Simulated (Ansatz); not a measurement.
Ansatz (an electronic-structure program) input (CAM-B3LYP/def2-TZVPD):

Ansatz 0.2 input:
```yaml
crystal:
  periodic: [false, false, false]
  atoms:
    - {symbol: C, position_ang: [1.74758132, 0.10306170, -0.94485794]}
    - {symbol: Ge, position_ang: [0.11109296, 0.01195808, -0.08683121]}
    - {symbol: C, position_ang: [-1.77762545, 0.22992834, -0.69627033]}
    - {symbol: F, position_ang: [-0.11231779, -1.57415130, 0.72989759]}
    - {symbol: F, position_ang: [0.02560764, 1.17163168, 1.28450051]}
    - {symbol: H, position_ang: [1.84876310, -0.67022689, -1.70979533]}
    - {symbol: H, position_ang: [1.93761281, 1.09856944, -1.35252762]}
    - {symbol: H, position_ang: [-1.91586340, 1.22792052, -1.11730550]}
    - {symbol: H, position_ang: [-2.00310457, -0.50885361, -1.46810525]}
    - {symbol: H, position_ang: [-2.46172668, 0.09466832, 0.14351901]}
basis:
  gaussian:
    orbitals: def2-TZVPD
hamiltonian:
  xc: {name: CAM-B3LYP}
total_charge: -1
output: {forces: true}
```

End of the output:

```
integrals: 0.28 GiB planned
1411 factors; their error is unknown
integrals: 0.32 GiB planned
520 factors; integrals over basis functions are off by at most 3.6e-5 eV
0.39 GiB of the device are held for the grids
2.16 GiB of device memory are held for the factors and their scratch space
mean field: 1.44 GiB planned
mean field evaluation 1: about -64106.8996 eV, gradient 5.9e1 eV
mean field evaluation 2: about -64104.3182 eV, gradient 6.8e1 eV
mean field evaluation 4: about -64114.2290 eV, gradient 3.2e0 eV
mean field evaluation 8: about -64114.2486 eV, gradient 9.0e-2 eV
mean field evaluation 16: about -64114.4193 eV, gradient 7.6e-5 eV
mean field -64114.41931667 eV, -2356.1614515733 hartree, gradient 7.6e-5 eV, S^2 0.000000; 0 other end points of the search recorded, 0 dependent functions left out
the calculation of the forces begins
reference -64114.41947083 eV, -2356.1614572387 hartree; 34, 34 occupied and 219, 219 virtual orbitals, 1411 factors
Total energy: -64114.41947083 eV, -2356.1614572387 hartree
Atom 0 at     1.747581     0.103062    -0.944858 Å, force    -0.305536     0.015185     0.000803 eV/Å
Atom 1 at     0.111093     0.011958    -0.086831 Å, force    -0.130475    -0.022823     0.145444 eV/Å
Atom 2 at    -1.777625     0.229928    -0.696270 Å, force     0.244572    -0.023513     0.055589 eV/Å
Atom 3 at    -0.112318    -1.574151     0.729898 Å, force     0.043943     0.263733    -0.113783 eV/Å
Atom 4 at     0.025608     1.171632     1.284501 Å, force     0.020548    -0.202006    -0.207855 eV/Å
Atom 5 at     1.848763    -0.670227    -1.709795 Å, force     0.026297     0.018641     0.055914 eV/Å
Atom 6 at     1.937613     1.098569    -1.352528 Å, force     0.023287    -0.041274     0.043812 eV/Å
Atom 7 at    -1.915863     1.227921    -1.117306 Å, force     0.010085    -0.036909     0.017833 eV/Å
Atom 8 at    -2.003105    -0.508854    -1.468105 Å, force     0.013244     0.025968     0.030533 eV/Å
Atom 9 at    -2.461727     0.094668     0.143519 Å, force     0.054035     0.003000    -0.028289 eV/Å
Dipole moment:    -0.857853     0.093725    -0.250680 e Å
```

It need not be the lowest isomer of its formula. Whether it binds its extra electron was not tested at this geometry.
